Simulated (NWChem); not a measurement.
All runs are NWChem calculations. System: formate (CHO2 (-1)), charge -1, spin multiplicity 1, optimised in this run. Level: PBE0/def2-SVP.

The NWChem input:

```
start mol
memory heap 200 mb stack 800 mb global 1000 mb
charge -1
geometry units angstroms
  O      1.121756     0.000000    -0.205154
  C      0.000000     0.000000     0.298958
  O     -1.121756     0.000000    -0.205154
  H      0.000000     0.000000     1.488714
  symmetry group C2v
end
basis spherical
  * library def2-svp
end
dft
  xc pbe0
  semidirect memsize 60000000 filesize 0
  iterations 100
end
driver
  maxiter 80
end
task dft optimize
task dft freq
```

Part of the output:

```
             Northwest Computational Chemistry Package (NWChem) 7.3.0
             --------------------------------------------------------

                                NWChem Input Module
                                -------------------

 Scaling coordinates for geometry "geometry" by  1.889725989
 (inverse scale =  0.529177249)

 Turning off AUTOSYM since
 SYMMETRY directive was detected!

          ------
          auto-z
          ------
  Looking for out-of-plane bends

                             Geometry "geometry" -> ""
                             -------------------------

 Output coordinates in angstroms (scale by  1.889725989 to convert to a.u.)

  No.       Tag          Charge          X              Y              Z
 ---- ---------------- ---------- -------------- -------------- --------------
    1 O                    8.0000     1.12175600     0.00000000    -0.20515391
    2 C                    6.0000     0.00000000     0.00000000     0.29895809
    3 O                    8.0000    -1.12175600     0.00000000    -0.20515391
    4 H                    1.0000     0.00000000     0.00000000     1.48871409

 Effective nuclear repulsion energy (a.u.)      63.2394282531

            Nuclear Dipole moment (a.u.)
            ----------------------------
        X                 Y               Z
 ---------------- ---------------- ----------------
     0.0000000000     0.0000000000    -0.0000000000

      Symmetry information
      --------------------

 Group name             C2v
 Group number             16
 Group order               4
 No. of unique centers     3

      Symmetry unique atoms

     1    2    4


 Summary of "ao basis" -> "" (spherical)
 ------------------------------------------------------------------------------
       Tag                 Description            Shells   Functions and Types
 ---------------- ------------------------------  ------  ---------------------
 *                          def2-svp                  on all atoms

                           NWChem Geometry Optimization
                           ----------------------------

 maximum gradient threshold         (gmax) =   0.000450
 rms gradient threshold             (grms) =   0.000300
 maximum cartesian step threshold   (xmax) =   0.001800
 rms cartesian step threshold       (xrms) =   0.001200
 fixed trust radius                (trust) =   0.300000
 maximum step size to saddle      (sadstp) =   0.100000
 energy precision                  (eprec) =   5.0D-06
 maximum number of steps          (nptopt) =   80
 initial hessian option           (inhess) =    0
 line search option               (linopt) =    1
 hessian update option            (modupd) =    1
 saddle point option              (modsad) =    0
 initial eigen-mode to follow     (moddir) =    0
 initial variable to follow       (vardir) =    0
 follow first negative mode     (firstneg) =    T
 apply conjugacy                    (opcg) =    F
 source of zmatrix                         =   autoz

          -------------------
          Energy Minimization
          -------------------

 Names of Z-matrix variables
    1              2              3              4              5
    6              7              8              9             10
   11             12

 Variables with the same non-blank name are constrained to be equal

 Using diagonal initial Hessian
 Scaling for Hessian diagonals: bonds = 1.00  angles = 0.25  torsions = 0.10

          --------
          Step   0
          --------

                         Geometry "geometry" -> "geometry"
                         ---------------------------------

 Output coordinates in angstroms (scale by  1.889725989 to convert to a.u.)

  No.       Tag          Charge          X              Y              Z
 ---- ---------------- ---------- -------------- -------------- --------------
    1 O                    8.0000     1.12175600     0.00000000    -0.20515391
    2 C                    6.0000     0.00000000     0.00000000     0.29895809
    3 O                    8.0000    -1.12175600     0.00000000    -0.20515391
    4 H                    1.0000     0.00000000     0.00000000     1.48871409

 Effective nuclear repulsion energy (a.u.)      63.2394282531

            Nuclear Dipole moment (a.u.)
            ----------------------------
        X                 Y               Z
 ---------------- ---------------- ----------------
     0.0000000000     0.0000000000    -0.0000000000

      Symmetry information
      --------------------

 Group name             C2v
 Group number             16
 Group order               4
 No. of unique centers     3

      Symmetry unique atoms

     1    2    4

                                 NWChem DFT Module
                                 -----------------

 Summary of "ao basis" -> "ao basis" (spherical)
 ------------------------------------------------------------------------------
       Tag                 Description            Shells   Functions and Types
 ---------------- ------------------------------  ------  ---------------------
 O                          def2-svp                 6       14   3s2p1d
 C                          def2-svp                 6       14   3s2p1d
 H                          def2-svp                 3        5   2s1p

 Summary of "ao basis" -> "ao basis" (spherical)
 ------------------------------------------------------------------------------
       Tag                 Description            Shells   Functions and Types
 ---------------- ------------------------------  ------  ---------------------
 O                          def2-svp                 6       14   3s2p1d
[...]
 ---------------------------- Atom information ----------------------------
     atom    #        X              Y              Z            mass
 --------------------------------------------------------------------------
    O        1  2.1392224D+00  0.0000000D+00 -3.8439575D-01  1.5994910D+01
    C        2  0.0000000D+00  0.0000000D+00  5.8262126D-01  1.2000000D+01
    O        3 -2.1392224D+00  0.0000000D+00 -3.8439575D-01  1.5994910D+01
    H        4  0.0000000D+00  0.0000000D+00  2.7890114D+00  1.0078250D+00
 --------------------------------------------------------------------------

          ----------------------------------------------------
          MASS-WEIGHTED NUCLEAR HESSIAN (Hartree/Bohr/Bohr/Kamu)
          ----------------------------------------------------

               1            2            3            4            5            6            7            8            9           10
   ----- ----- ----- ----- -----
    1    3.91588D+01
    2   -2.73628D-08  1.71591D+00
    3   -1.46902D+01 -1.45764D-07  1.25879D+01
    4   -3.73526D+01  1.66882D-07  1.50091D+01  9.04511D+01
    5    2.11113D-07 -5.70011D+00 -3.73465D-08  8.74321D-07  1.89330D+01
    6    1.37217D+01 -3.19187D-08 -1.53631D+01 -3.44013D-06 -1.72166D-06  4.75011D+01
    7   -6.19716D+00 -3.28967D-08 -8.39007D-01 -3.73526D+01  3.93424D-08 -1.37217D+01  3.91588D+01
    8   -1.54538D-07  1.71560D+00  8.34943D-09  3.86221D-07 -5.70011D+00 -6.99419D-08 -1.17537D-07  1.71591D+00
    9    8.38987D-01  2.22485D-08  2.95965D+00 -1.50090D+01 -2.69060D-08 -1.53631D+01  1.46902D+01  9.33822D-09  1.25879D+01
   10   -2.42323D+00 -3.42335D-07  1.00744D+01 -1.45001D+01  6.62329D-07 -3.11706D-07 -2.42323D+00 -3.17368D-07 -1.00744D+01  6.93419D+01
   11    3.63178D-07  5.99818D+00  3.55107D-09 -8.21924D-07 -1.99142D+01  1.82410D-07  1.44239D-07  5.99818D+00 -8.16407D-08  7.02034D-07
   12    7.83173D+00  2.10934D-07 -8.92679D+00  5.69492D-06 -4.22385D-07 -4.15026D+01 -7.83173D+00  2.14731D-07 -8.92679D+00 -6.28260D-06

              11           12
   ----- ----- ----- ----- -----
   11    2.09251D+01
   12   -1.15802D-07  2.14335D+02


 ----------------------------------------------------------------------------
 Normal Eigenvalue ||         Derivative Dipole Moments (debye/angs)
  Mode   [cm**-1]  ||      [d/dqX]             [d/dqY]           [d/dqZ]
 ------ ---------- || ------------------ ------------------ -----------------
    1      -18.537 ||       0.000               0.282            -0.000
    2       -5.481 ||      -0.146              -0.000            -0.007
    3       -2.495 ||      -0.013              -0.002            -0.716
    4       -0.833 ||      -0.002               0.715            -0.002
    5        1.508 ||       0.707               0.002            -0.014
    6        2.842 ||       0.000              -0.000            -0.000
    7      786.500 ||      -0.000               0.000             0.939
    8     1069.698 ||       0.000              -0.611            -0.000
    9     1396.227 ||      -0.194              -0.000             0.000
   10     1405.032 ||       0.000               0.000             2.182
   11     1843.492 ||      -3.703              -0.000             0.000
   12     2436.305 ||       0.000              -0.000            -4.057
 ----------------------------------------------------------------------------

 ----------------------------------------------------------------------------
 Normal Eigenvalue ||                 Infra Red Intensities
  Mode   [cm**-1]  || [atomic units] [(debye/angs)**2] [(KM/mol)] [arbitrary]
 ------ ---------- || -------------- ----------------- ---------- -----------
    1      -18.537 ||    0.003440           0.079         3.353       0.252
    2       -5.481 ||    0.000924           0.021         0.901       0.068
    3       -2.495 ||    0.022219           0.513        21.660       1.625
    4       -0.833 ||    0.022159           0.511        21.602       1.621
    5        1.508 ||    0.021646           0.499        21.102       1.583
    6        2.842 ||    0.000000           0.000         0.000       0.000
    7      786.500 ||    0.038249           0.882        37.287       2.798
    8     1069.698 ||    0.016163           0.373        15.757       1.182
    9     1396.227 ||    0.001637           0.038         1.596       0.120
   10     1405.032 ||    0.206285           4.759       201.096      15.089
   11     1843.492 ||    0.594294          13.711       579.347      43.470
   12     2436.305 ||    0.713555          16.462       695.609      52.193
 ----------------------------------------------------------------------------

        Vibrational analysis via the FX method
  --- with translations and rotations projected out ---
  --- via the Eckart algorithm                      ---
 Projected Nuclear Hessian trans-rot subspace norm:7.8395D-33
                         (should be close to zero!)

          --------------------------------------------------------
          MASS-WEIGHTED PROJECTED HESSIAN (Hartree/Bohr/Bohr/Kamu)
          --------------------------------------------------------

               1            2            3            4            5            6            7            8            9           10
   ----- ----- ----- ----- -----
    1    3.91593D+01
    2    1.04513D-08  1.71660D+00
    3   -1.46898D+01 -9.48506D-08  1.25876D+01
    4   -3.73530D+01 -8.64093D-08  1.50084D+01  9.04508D+01
    5   -3.47092D-08 -5.70088D+00  3.15002D-07  2.86968D-07  1.89328D+01
    6    1.37217D+01  2.76647D-07 -1.53630D+01 -4.83325D-06 -9.18754D-07  4.75012D+01
    7   -6.19668D+00  4.76941D-08 -8.38633D-01 -3.73530D+01 -1.58394D-07 -1.37217D+01  3.91593D+01
    8    1.04513D-08  1.71660D+00 -9.48506D-08 -8.64093D-08 -5.70088D+00  2.76647D-07  4.76941D-08  1.71660D+00
    9    8.38625D-01 -8.57899D-08  2.96003D+00 -1.50084D+01  2.84911D-07 -1.53630D+01  1.46898D+01 -8.57899D-08  1.25876D+01
   10   -2.42542D+00  6.65260D-08  1.00739D+01 -1.44978D+01 -2.20935D-07  2.86499D-05 -2.42548D+00  6.65260D-08 -1.00739D+01  6.93517D+01
   11    3.64965D-08  5.99443D+00 -3.31223D-07 -3.01745D-07 -1.99077D+01  9.66063D-07  1.66550D-07  5.99443D+00 -2.99582D-07  2.32312D-07
   12    7.83177D+00 -2.34967D-07 -8.92681D+00 -4.82391D-05  7.80335D-07 -4.15024D+01 -7.83173D+00 -2.34967D-07 -8.92679D+00  4.88673D-06

              11           12
   ----- ----- ----- ----- -----
   11    2.09329D+01
   12   -8.20517D-07  2.14335D+02

 center of mass
 --------------
 x =   0.00000000 y =   0.00000000 z =  -0.05543535

 moments of inertia (a.u.)
 ------------------
          16.501360109219           0.000000000000           0.000000000000
           0.000000000000         162.895498958662           0.000000000000
           0.000000000000           0.000000000000         146.394138849443

 Rotational Constants
 --------------------
 A=   3.648195 cm-1  (  5.248821 K)
 B=   0.411220 cm-1  (  0.591640 K)
 C=   0.369563 cm-1  (  0.531707 K)

 Temperature                      =   298.15K
 frequency scaling parameter      =   1.0000

 Zero-Point correction to Energy  =   12.770 kcal/mol  (  0.020351 au)
 Thermal correction to Energy     =   14.626 kcal/mol  (  0.023309 au)
 Thermal correction to Enthalpy   =   15.219 kcal/mol  (  0.024252 au)

 Total Entropy                    =   56.866 cal/mol-K
   - Translational                =   37.321 cal/mol-K (mol. weight =  44.9976)
   - Rotational                   =   19.217 cal/mol-K (symmetry #  =        2)
   - Vibrational                  =    0.328 cal/mol-K

 Cv (constant volume heat capacity) =    7.174 cal/mol-K
   - Translational                  =    2.979 cal/mol-K
   - Rotational                     =    2.979 cal/mol-K
   - Vibrational                    =    1.215 cal/mol-K


 ----------------------------------------------------------------------------
 Normal Eigenvalue ||    Projected Derivative Dipole Moments (debye/angs)
  Mode   [cm**-1]  ||      [d/dqX]             [d/dqY]           [d/dqZ]
 ------ ---------- || ------------------ ------------------ -----------------
    1        0.000 ||       0.000              -0.528             0.000
    2        0.000 ||       0.000              -0.550             0.000
    3        0.000 ||      -0.000              -0.097            -0.000
    4        0.000 ||       0.352               0.000            -0.446
    5        0.000 ||       0.038               0.000            -0.486
    6        0.000 ||      -0.629              -0.000            -0.279
    7      786.501 ||      -0.000               0.000             0.939
    8     1069.652 ||       0.000              -0.611            -0.000
    9     1396.317 ||      -0.194              -0.000             0.000
   10     1405.032 ||       0.000               0.000             2.182
   11     1843.487 ||      -3.703              -0.000             0.000
   12     2436.301 ||      -0.000              -0.000            -4.057
 ----------------------------------------------------------------------------

 ----------------------------------------------------------------------------
 Normal Eigenvalue ||           Projected Infra Red Intensities
  Mode   [cm**-1]  || [atomic units] [(debye/angs)**2] [(KM/mol)] [arbitrary]
 ------ ---------- || -------------- ----------------- ---------- -----------
    1        0.000 ||    0.012078           0.279        11.774       0.883
    2        0.000 ||    0.013118           0.303        12.788       0.960
    3        0.000 ||    0.000404           0.009         0.394       0.030
    4        0.000 ||    0.013980           0.323        13.629       1.023
    5        0.000 ||    0.010307           0.238        10.048       0.754
    6        0.000 ||    0.020502           0.473        19.986       1.500
    7      786.501 ||    0.038249           0.882        37.287       2.798
    8     1069.652 ||    0.016162           0.373        15.756       1.182
    9     1396.317 ||    0.001635           0.038         1.594       0.120
   10     1405.032 ||    0.206285           4.759       201.097      15.089
   11     1843.487 ||    0.594296          13.711       579.349      43.470
   12     2436.301 ||    0.713555          16.462       695.608      52.193
 ----------------------------------------------------------------------------

 Task  times  cpu:       12.2s     wall:       12.2s

 Total times  cpu:       15.3s     wall:       15.3s
```
